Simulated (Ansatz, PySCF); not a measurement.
Te(SeH)2 (H2Se2Te), SMILES [Te]([SeH])[SeH]. Atoms are numbered in the order given.

```xyz
5

Te     0.2353     0.6176     0.6103
Se    -2.1175     0.0604    -0.2300
H     -2.0851     0.9670    -1.3986
Se     1.7505    -0.9900    -0.6827
H      1.6334    -2.1158     0.2699
```

Coordinates come from a B3LYP-D3(BJ)/def2-SVP optimisation. The structure was generated by enumeration, and PubChem lists no compound with its InChIKey, so it may never have been made. The def2 effective core potentials stand for the cores of Te; spin–orbit coupling is left out. The values are those of a single conformer.

Two levels are set side by side: PBE-D3(BJ)/def2-SVP (Ansatz, a program for electronic structure) and B3LYP-D3(BJ)/def2-SVP (Ansatz). Each level has its own optimised geometry; the coordinates shown are those of the second. Frequencies come from the Hessian of PySCF at each geometry. Differences are taken from unrounded values.

```tsv
quantity	B3LYP-D3(BJ)
mean bond length (Å)	2.020
bond Te1–Se2 (Å)	2.560
bond Te1–Se4 (Å)	2.560
bond Se2–H3 (Å)	1.479
bond Se4–H5 (Å)	1.479
highest harmonic wavenumber (cm⁻¹)	2384
mean harmonic wavenumber (cm⁻¹)	799
zero-point energy (kcal/mol)	10.28
```

Task: What does PBE-D3(BJ) give, and how far is it from B3LYP-D3(BJ)? (The exact figures need the calculation; the answer reports its results.)

Result: 
| quantity | PBE-D3(BJ) | PBE-D3(BJ) minus B3LYP-D3(BJ) |
|---|---|---|
| mean bond length (Å) | 2.024 | 0.004 |
| bond Te1–Se2 (Å) | 2.557 | -0.003 |
| bond Te1–Se4 (Å) | 2.557 | -0.003 |
| bond Se2–H3 (Å) | 1.490 | 0.011 |
| bond Se4–H5 (Å) | 1.490 | 0.011 |
| highest harmonic wavenumber (cm⁻¹) | 2323 | -62 |
| mean harmonic wavenumber (cm⁻¹) | 780 | -20 |
| zero-point energy (kcal/mol) | 10.03 | -0.25 |
